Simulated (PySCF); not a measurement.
Match the calculated data to a structure.

All candidates are C7H7 (charge +1).

| technique | computed result |
| --- | --- |
| UV, first state | lowest singlet excitation: 3.30 eV (376 nm, f = 0.000) [TDDFT CAM-B3LYP/def2-SVPD] |
| Triplet | lowest triplet excitation (Tamm–Dancoff): 2.50 eV [TDA CAM-B3LYP/def2-SVPD] |
| Rotational structure | rotational constants A, B, C: 7.775, 1.888, 1.548 GHz [GFN2-xTB] |
| Polarisability | 80.3 au [CAM-B3LYP/def2-SVPD] |
| UV, strongest line | among the 8 lowest singlet transitions: S2 at 4.32 eV (287 nm, f = 0.430) [TDDFT CAM-B3LYP/def2-SVPD] |

The electronic properties come from PySCF, for the isolated species, density fitting. Levels stand in brackets. Isolated species at its GFN2-xTB geometry, gas phase.

Question: Which candidate is it?
A. `CC#CC[c+]1cc1`
B. `C#C[C+]1C=CCC1`
C. `C=Cc1c[c+]1C=C`
D. `C=C[C@@H]1C[c+]2cc21`

Answer: B. It is `C#C[C+]1C=CCC1`. Numbering: `[CH:1]#[C:2][C+:3]1[CH:4]=[CH:5][CH2:6][CH2:7]1`. S1 is mainly HOMO−1→LUMO (weight 0.96); the largest Löwdin shares of the orbital it empties are 0.42 on the carbon bonded to C and H, 0.39 on the carbon bonded to 2 C and 0.06 on the carbon bonded to 3 C, of the orbital it fills 0.27 on the carbon bonded to 3 C, 0.23 on a carbon bonded to 2 C and H, 0.15 on the carbon bonded to C and H and 0.09 on the carbon bonded to 2 C. The optimised geometry has point group Cs and is an asymmetric top.

The others, at the same levels:
- `CC#CC[c+]1cc1` fails: its computed lowest singlet excitation is 4.46 eV (278 nm, f = 0.000) (against 3.30 eV), lowest triplet excitation (Tamm–Dancoff) is 3.89 eV (against 2.50 eV) and static isotropic polarisability is 73.1 au (against 80.3 au).
- `C=C[C@@H]1C[c+]2cc21` fails: its computed lowest singlet excitation is 3.12 eV (397 nm, f = 0.000) (against 3.30 eV), lowest triplet excitation (Tamm–Dancoff) is 2.29 eV (against 2.50 eV) and strongest line among the 8 lowest singlet transitions is S7 at 6.54 eV (190 nm, f = 0.081) (against S2 at 4.32 eV).
- `C=Cc1c[c+]1C=C` fails: its computed lowest singlet excitation is 5.15 eV (241 nm, f = 0.612) (against 3.30 eV), lowest triplet excitation (Tamm–Dancoff) is 3.20 eV (against 2.50 eV) and rotational constant A is 6.779 GHz (against 7.775 GHz).

Each candidate is one conformer, not necessarily the lowest. Dipoles, sizes and rotational constants follow the conformer. The torsions of the flexible species, by atom-mapped SMILES:
- `[CH3:1][C:2]#[C:3][CH2:4][c+:5]1[cH:6][cH:7]1`: C3–C4–C5–C6 84°
- `[CH2:1]=[CH:2][C@@H:3]1[CH2:4][c+:5]2[cH:6][c:7]21`: C1–C2–C3–C4 -143°
- `[CH2:1]=[CH:2][c:3]1[cH:4][c+:5]1[CH:6]=[CH2:7]`: C1–C2–C3–C4 180°, C4–C5–C6–C7 0°
